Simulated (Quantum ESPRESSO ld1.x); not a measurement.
ld1.x (Quantum ESPRESSO 7.5) input

```
 &input
    zed=78.0,
    iswitch=1,
    rel=2,
    dft='PZ',
    config='[Xe] 4f14 5d9',
    dx=0.01,
    rmax=200,
    rel_dist='energy',
    verbosity='high',
    lsmall=.true.,
    prefix='ld1',
    max_out_wfc=37,
    file_charge='ld1.rho',
 /
```

Command: `OMP_NUM_THREADS=1 ld1.x < ld1.in > ld1.out`

Output (excerpt):

```
     Program LD1 v.7.5 starts

     --------------------------- All-electron run ----------------------------

     dirac relativistic calculation

     atomic number is 78.00
     dft =PZ   lsd =0 sic =0 latt =0  beta=0.20 tr2=1.0E-14
     Exchange-correlation= PZ
                           (   1   1   0   0   0   0   0)
     mesh =1767 r(mesh) = 200.99724 a.u. xmin = -8.00 dx = 0.01000
     1 Ry =  13.60569312 eV, c = 137.03599908

     n l j   nl                  e(Ry)          e(Ha)          e(eV)
     Spin orbit split results
     1 0 0.5 1S 1( 2.00)   -5751.965624368   -2875.982812184 -78259.4791392
     2 0 0.5 2S 1( 2.00)   -1010.275097167    -505.137548583 -13745.4929419
     2 1 0.5 2P 1( 2.00)    -968.505154634    -484.252577317 -13177.1839220
     2 1 1.5 2P 1( 4.00)    -841.545278224    -420.772639112 -11449.8068046
     3 0 0.5 3S 1( 2.00)    -237.715206290    -118.857603145  -3234.2801474
     3 1 0.5 3P 1( 2.00)    -218.946703141    -109.473351570  -2978.9216532
     3 1 1.5 3P 1( 4.00)    -191.044427494     -95.522213747  -2599.2918533
     4 0 0.5 4S 1( 2.00)     -51.501002945     -25.750501472   -700.7068416
     4 1 0.5 4P 1( 2.00)     -43.544247862     -21.772123931   -592.4496737
     4 1 1.5 4P 1( 4.00)     -36.880646211     -18.440323105   -501.7867545
     3 2 1.5 3D 1( 4.00)    -159.721798183     -79.860899092  -2173.1257711
     3 2 2.5 3D 1( 6.00)    -153.703900317     -76.851950159  -2091.2480995
     5 0 0.5 5S 1( 2.00)      -8.095804568      -4.047902284   -110.1490325
     5 1 0.5 5P 1( 2.00)      -5.550434096      -2.775217048    -75.5175030
     5 1 1.5 5P 1( 4.00)      -4.442524583      -2.221262291    -60.4436262
     4 2 1.5 4D 1( 4.00)     -23.833197591     -11.916598795   -324.2671726
     4 2 2.5 4D 1( 6.00)     -22.594142054     -11.297071027   -307.4089632
     4 3 2.5 4F 1( 6.00)      -5.907841406      -2.953920703    -80.3802772
     4 3 3.5 4F 1( 8.00)      -5.653713897      -2.826856949    -76.9226963
     5 2 1.5 5D 1( 4.00)      -1.131402842      -0.565701421    -15.3935199
     5 2 2.5 5D 1( 5.00)      -1.030098128      -0.515049064    -14.0151990
     Averaged results
     1 0     1S 1( 2.00)   -5751.965624368   -2875.982812184 -78259.4791392
     2 0     2S 1( 2.00)   -1010.275097167    -505.137548583 -13745.4929419
     2 1     2P 1( 6.00)    -883.865237028    -441.932618514 -12025.5991771
     3 0     3S 1( 2.00)    -237.715206290    -118.857603145  -3234.2801474
     3 1     3P 1( 6.00)    -200.345186043    -100.172593021  -2725.8351200
     4 0     4S 1( 2.00)     -51.501002945     -25.750501472   -700.7068416
     4 1     4P 1( 6.00)     -39.101846761     -19.550923381   -532.0077276
     3 2     3D 1(10.00)    -156.111059464     -78.055529732  -2123.9991682
     5 0     5S 1( 2.00)      -8.095804568      -4.047902284   -110.1490325
     5 1     5P 1( 6.00)      -4.811827754      -2.405913877    -65.4682518
     4 2     4D 1(10.00)     -23.089764269     -11.544882134   -314.1522469
     4 3     4F 1(14.00)      -5.762625686      -2.881312843    -78.4045167
     5 2     5D 1( 9.00)      -1.070620014      -0.535310007    -14.5665274

     final scf error:  3.2E-15 reached in  29 iterations

     Etot =  -36872.215317 Ry,  -18436.107659 Ha, -501672.046373 eV

     Ekin =   42191.274471 Ry,   21095.637236 Ha,  574041.532922 eV
     Encl =  -92699.396228 Ry,  -46349.698114 Ha,-1261239.537766 eV
     Eh   =   14329.091940 Ry,    7164.545970 Ha,  194957.227662 eV
     Exc  =    -693.185500 Ry,    -346.592750 Ha,   -9431.269191 eV

     normalization and overlap integrals

     s(1S/1S) =  1.000000  <r> =   0.0172  <r2> =    0.0004  r(max) =   0.0106
     LC norm =  0.91254282 + SC norm =  0.08745718 =  1.00000000
     s(2S/2S) =  1.000000  <r> =   0.0717  <r2> =    0.0061  r(max) =   0.0610
     LC norm =  0.98000955 + SC norm =  0.01999045 =  1.00000000
     s(2P/2P) =  1.000000  <r> =   0.0591  <r2> =    0.0044  r(max) =   0.0457
     LC norm =  0.97991964 + SC norm =  0.02008036 =  1.00000000
     s(2P/2P) =  1.000000  <r> =   0.0675  <r2> =    0.0055  r(max) =   0.0525
     LC norm =  0.98209760 + SC norm =  0.01790240 =  1.00000000
     s(3S/3S) =  1.000000  <r> =   0.1867  <r2> =    0.0400  r(max) =   0.1726
     LC norm =  0.99334721 + SC norm =  0.00665279 =  1.00000000
     s(3P/3P) =  1.000000  <r> =   0.1769  <r2> =    0.0365  r(max) =   0.1609
     LC norm =  0.99339713 + SC norm =  0.00660287 =  1.00000000
     s(3P/3P) =  1.000000  <r> =   0.1924  <r2> =    0.0430  r(max) =   0.1761
     LC norm =  0.99402938 + SC norm =  0.00597062 =  1.00000000
     s(4S/4S) =  1.000000  <r> =   0.4152  <r2> =    0.1948  r(max) =   0.3919
     LC norm =  0.99775339 + SC norm =  0.00224661 =  1.00000000
     s(4P/4P) =  1.000000  <r> =   0.4180  <r2> =    0.1991  r(max) =   0.3880
     LC norm =  0.99784562 + SC norm =  0.00215438 =  1.00000000
     s(4P/4P) =  1.000000  <r> =   0.4522  <r2> =    0.2326  r(max) =   0.4203
     LC norm =  0.99809271 + SC norm =  0.00190729 =  1.00000000
     s(3D/3D) =  1.000000  <r> =   0.1677  <r2> =    0.0330  r(max) =   0.1371
     LC norm =  0.99413785 + SC norm =  0.00586215 =  1.00000000
     s(3D/3D) =  1.000000  <r> =   0.1724  <r2> =    0.0348  r(max) =   0.1413
     LC norm =  0.99430953 + SC norm =  0.00569047 =  1.00000000
     s(5S/5S) =  1.000000  <r> =   0.9527  <r2> =    1.0196  r(max) =   0.8722
     LC norm =  0.99944505 + SC norm =  0.00055495 =  1.00000000
     s(5P/5P) =  1.000000  <r> =   1.0341  <r2> =    1.2108  r(max) =   0.9169
     LC norm =  0.99952901 + SC norm =  0.00047099 =  1.00000000
     s(5P/5P) =  1.000000  <r> =   1.1358  <r2> =    1.4628  r(max) =   1.0033
     LC norm =  0.99960383 + SC norm =  0.00039617 =  1.00000000
     s(4D/4D) =  1.000000  <r> =   0.4619  <r2> =    0.2470  r(max) =   0.4120
     LC norm =  0.99828974 + SC norm =  0.00171026 =  1.00000000
     s(4D/4D) =  1.000000  <r> =   0.4732  <r2> =    0.2591  r(max) =   0.4246
     LC norm =  0.99835407 + SC norm =  0.00164593 =  1.00000000
     s(4F/4F) =  1.000000  <r> =   0.5127  <r2> =    0.3204  r(max) =   0.3842
     LC norm =  0.99873246 + SC norm =  0.00126754 =  1.00000000
     s(4F/4F) =  1.000000  <r> =   0.5200  <r2> =    0.3298  r(max) =   0.3880
     LC norm =  0.99875894 + SC norm =  0.00124106 =  1.00000000
     s(5D/5D) =  1.000000  <r> =   1.6083  <r2> =    3.0818  r(max) =   1.2377
     LC norm =  0.99979682 + SC norm =  0.00020318 =  1.00000000
     s(5D/5D) =  1.000000  <r> =   1.6805  <r2> =    3.3749  r(max) =   1.2883
     LC norm =  0.99981329 + SC norm =  0.00018671 =  1.00000000

     LC charge = 76.50928488 + SC charge =  0.49071512 = 77.00000000

     ------------------------ End of All-electron run ------------------------
```

Run on one thread of a shared host, so times are rough (Intel(R) Xeon(R) Processor @ 2.60GHz): 0.48 s of CPU time, 1.9 s wall, 29 iterations on 1767 mesh points.
